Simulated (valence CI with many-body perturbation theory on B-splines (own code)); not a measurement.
## Level structure of Tb⁵⁹⁺

Method: relativistic CI+MBPT: four valence electrons over a frozen Dirac-Fock core [He], radial functions for each j: 11 s, 11 p, 10 d, 8 f, 5 g, 2 h, with the one-electron correlation potential Σ1 (screened to all orders), the two-electron term Σ2, the three-electron term Σ3, Breit, model QED; selected single and double excitations, second order for the rest, scaled by the run's own slope (own B-spline code, finite nucleus).

The last digits are not significant, and no measured levels were compared; by estimate large intervals hold to a few tenths of a per cent, small ones and those within an open d or f shell to about a per cent. Among the levels kept, up to 930 cm⁻¹ of a level comes from second order outside the variational space, and about a tenth of that is noise between levels of different J, which matters for small intervals.

Levels 91 to 135 of 208, with energies above the lowest level, (2s^2 2p1/2^2) J=0. "Leading %" is the weight of the configuration and term that name the level; weights of strongly mixed levels are sums over their largest components and can fall short. In the jj column 3d3/2^4 stands for four electrons in 3d with j = 3/2. Lifetimes count E1, E2, E3, M1 and M2 decay at the calculated energies, and are blank where another channel may lead or the interval is too uncertain; long ones can be off by a factor of two.

| No. | Configuration | Term | J | E (eV) | Leading % | Lifetime | g | Leading jj |
| --- | --- | --- | --- | --- | --- | --- | --- | --- |
| 91 | 2s2p²3d | ³G | 4 | 9081.2 | 34 | 332 fs | 1.157 | 2s 2p1/2 2p3/2 3d3/2 (91 %) |
| 92 | 2s2p²3d | ³D | 3 | 9089.4 | 30 | 1.15 fs | 1.265 | 2s 2p1/2 2p3/2 3d3/2 (94 %) |
| 93 | 2s2p²3p | ³P° | 0 | 9090.5 | 80 | 109 fs |  | 2s 2p1/2 2p3/2 3p3/2 (100 %) |
| 94 | 2s2p²3p | ¹D° | 2 | 9093.6 | 40 | 6.91 fs | 1.094 | 2s 2p1/2 2p3/2 3p3/2 (98 %) |
| 95 | 2s2p²3p | ³P° | 1 | 9095.4 | 31 | 6.37 fs | 1.356 | 2s 2p1/2 2p3/2 3p3/2 (96 %) |
| 96 | 2s2p²3p | ³P° | 1 | 9099.8 | 51 | 53.1 fs | 1.197 | 2s 2p1/2 2p3/2 3p3/2 (99 %) |
| 97 | 2s2p²3d | ⁵D | 4 | 9100.4 | 48 | 39.7 fs | 1.373 | 2s 2p1/2 2p3/2 3d5/2 (96 %) |
| 98 | 2s2p²3d | ³D | 2 | 9101.6 | 26 | 1.45 fs | 1.308 | 2s 2p1/2 2p3/2 3d3/2 (81 %) |
| 99 | 2s2p²3d | ⁵P | 1 | 9110.3 | 28 | 1.57 fs | 1.771 | 2s 2p1/2 2p3/2 3d3/2 (81 %) |
| 100 | 2s2p²3d | ³F | 2 | 9119.3 | 36 | 1.75 fs | 1.194 | 2s 2p1/2 2p3/2 3d5/2 (87 %) |
| 101 | 2s2p²3d | ³F | 3 | 9128.3 | 45 | 792 as | 1.275 | 2s 2p1/2 2p3/2 3d5/2 (92 %) |
| 102 | 2s2p²3d | ³D | 1 | 9131.9 | 23 | 1.81 fs | 0.952 | 2s 2p1/2 2p3/2 3d5/2 (66 %) |
| 103 | 2s2p²3d | ³G | 5 | 9136.7 | 61 | 17.1 ps | 1.257 | 2s 2p1/2 2p3/2 3d5/2 (100 %) |
| 104 | 2s2p²3d | ³F | 2 | 9137.6 | 54 | 4.65 fs | 1.025 | 2s 2p1/2 2p3/2 3d3/2 (70 %) |
| 105 | 2s2p²3d | ³G | 3 | 9142.7 | 46 | 38.7 fs | 0.894 | 2s 2p1/2 2p3/2 3d3/2 (97 %) |
| 106 | 2s2p²3d | ³D | 1 | 9153.5 | 68 | 2.81 fs | 0.742 | 2s 2p1/2 2p3/2 3d3/2 (76 %) |
| 107 | 2s2p²3d | ³D | 3 | 9159.2 | 61 | 1.13 fs | 1.253 | 2s 2p1/2 2p3/2 3d5/2 (96 %) |
| 108 | 2s2p²3d | ³D | 1 | 9162.5 | 68 | 845 as | 0.796 | 2s 2p1/2 2p3/2 3d3/2 (58 %) |
| 109 | 2s2p²3d | ³F | 4 | 9164.0 | 57 | 879 as | 1.198 | 2s 2p1/2 2p3/2 3d5/2 (95 %) |
| 110 | 2s2p²3d | ³F | 2 | 9165.0 | 34 | 988 as | 1.030 | 2s 2p1/2 2p3/2 3d3/2 (76 %) |
| 111 | 2s2p²3d | ³P | 0 | 9171.1 | 96 | 717 as |  | 2s 2p1/2 2p3/2 3d3/2 (80 %) |
| 112 | 2s2p²3d | ¹D | 2 | 9172.8 | 53 | 1.15 fs | 1.046 | 2s 2p1/2 2p3/2 3d5/2 (62 %) |
| 113 | 2s2p²3d | ¹P | 1 | 9182.9 | 59 | 1.03 fs | 1.063 | 2s 2p1/2 2p3/2 3d5/2 (68 %) |
| 114 | 2s2p²3d | ¹S | 0 | 9186.0 | 59 | 1.17 fs |  | 2s 2p1/2 2p3/2 3d5/2 (79 %) |
| 115 | 2s2p²3d | ³D | 3 | 9207.0 | 41 | 4.24 fs | 1.230 | 2s 2p1/2 2p3/2 3d5/2 (98 %) |
| 116 | 2s2p²3d | ³F | 4 | 9212.4 | 45 | 3.33 fs | 1.113 | 2s 2p1/2 2p3/2 3d5/2 (100 %) |
| 117 | 2s2p²3d | ³P | 2 | 9223.7 | 48 | 770 as | 1.209 | 2s 2p1/2 2p3/2 3d5/2 (98 %) |
| 118 | 2s2p²3d | ¹F | 3 | 9224.9 | 43 | 802 as | 1.065 | 2s 2p1/2 2p3/2 3d5/2 (98 %) |
| 119 | 2s2p²3d | ³P | 1 | 9224.9 | 45 | 1.13 fs | 1.431 | 2s 2p1/2 2p3/2 3d5/2 (99 %) |
| 120 | 2s2p²3d | ³D | 2 | 9227.7 | 43 | 1.10 fs | 1.128 | 2s 2p1/2 2p3/2 3d5/2 (99 %) |
| 121 | 2p³3p | ³D | 3 | 9311.1 | 48 | 4.33 fs | 1.325 | 2p1/2^2 2p3/2 3p3/2 (97 %) |
| 122 | 2p³3p | ³P | 1 | 9311.6 | 34 | 3.96 fs | 1.344 | 2p1/2^2 2p3/2 3p3/2 (97 %) |
| 123 | 2p³3p | ³P | 2 | 9336.1 | 43 | 3.91 fs | 1.314 | 2p1/2^2 2p3/2 3p3/2 (97 %) |
| 124 | 2p³3p | ³P | 0 | 9358.6 | 70 | 4.19 fs |  | 2p1/2^2 2p3/2 3p3/2 (98 %) |
| 125 | 2p³3d | ³D° | 2 | 9375.7 | 32 | 12.0 fs | 1.031 | 2p1/2^2 2p3/2 3d3/2 (98 %) |
| 126 | 2p³3d | ³F° | 3 | 9382.6 | 27 | 43.4 fs | 1.083 | 2p1/2^2 2p3/2 3d3/2 (97 %) |
| 127 | 2p³3d | ³D° | 1 | 9386.3 | 34 | 4.00 fs | 1.091 | 2p1/2^2 2p3/2 3d3/2 (98 %) |
| 128 | 2p³3d | ³P° | 0 | 9388.8 | 63 | 68.2 fs |  | 2p1/2^2 2p3/2 3d3/2 (98 %) |
| 129 | 2p³3d | ³F° | 4 | 9439.6 | 50 | 158 fs | 1.243 | 2p1/2^2 2p3/2 3d5/2 (99 %) |
| 130 | 2p³3d | ³D° | 2 | 9450.6 | 34 | 1.58 fs | 1.231 | 2p1/2^2 2p3/2 3d5/2 (98 %) |
| 131 | 2p³3d | ³D° | 3 | 9465.1 | 46 | 715 as | 1.201 | 2p1/2^2 2p3/2 3d5/2 (96 %) |
| 132 | 2p³3d | ³D° | 1 | 9476.1 | 33 | 1.07 fs | 1.059 | 2p1/2^2 2p3/2 3d5/2 (98 %) |
| 133 | 2s2p²3s | ⁵P | 3 | 9490.4 | 61 | 16.6 fs | 1.511 | 2s 2p3/2^2 3s (99 %) |
| 134 | 2s2p²3s | ³P | 2 | 9513.9 | 54 | 6.30 fs | 1.338 | 2s 2p3/2^2 3s (99 %) |
| 135 | 2s2p²3p | ³P° | 2 | 9584.0 | 27 | 10.5 fs | 1.550 | 2s 2p3/2^2 3p1/2 (99 %) |
